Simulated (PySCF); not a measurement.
Cl₂Se, triplet, at a GFN2-xTB geometry (a higher spin typed on purpose: for a closed-shell molecule this is an excited state). Base run: PBE0/6-31G** (PySCF).

Geometry (Å):
```xyz
3

Se     0.0904     0.1088     0.8178
Cl     0.9767     1.1814    -0.7425
Cl    -1.1575    -1.3990    -0.8932
```
Charge 0, spin multiplicity 3.
Orbitals are unrestricted.
All else is at PySCF's defaults.

Each row names what was changed in the base input (with any setting that the change needs).

```
change                                                                                  basis functions       E (Eh)  HOMO (eV)  dipole (D)
--------------------------------------------------------------------------------------  ---------------  -----------  ---------  ----------
base                                                                                                 68  -3320.97104      -6.87        3.47
basis = cc-pVDZ-DK; relativity = spin-free X2C                                                       63  -3352.39128      -6.77        3.40
basis = ANO-RCC-VDZP; relativity = spin-free X2C; nucleus = Gaussian (with nucmod='G')               63  -3352.51842      -6.87        3.61
basis = cc-pVDZ-DK; relativity = spin-free X2C; nucleus = Gaussian (with nucmod='G')                 63  -3352.37427      -6.77        3.40
basis = ANO-RCC-VDZP; relativity = spin-free X2C                                                     63  -3352.53813      -6.87        3.61
basis = cc-pVDZ-DK; relativity = none                                                                63  -3303.91470      -6.80        3.32
basis = x2c-SVPall; relativity = none                                                                68  -3308.22981      -6.65        2.84
basis = x2c-SVPall; relativity = spin-free X2C                                                       68  -3351.73533      -6.59        3.02
basis = ANO-RCC-VDZP; relativity = none                                                              63  -3302.02254      -6.93        3.48
basis = x2c-SVPall; relativity = spin-free X2C; nucleus = Gaussian (with nucmod='G')                 68  -3351.72027      -6.59        3.02
```

Absolute energies of different levels of theory aren't comparable as measures of quality.

Open shells are given as the SCF converged; they aren't shown to be the lowest states, and a large step between rows can be another state.

Basis sets contracted for a relativistic Hamiltonian are a mismatch without it, so the rows without relativity aren't non-relativistic limits. No row has spin-orbit coupling; sets with core potentials leave out the core electrons.
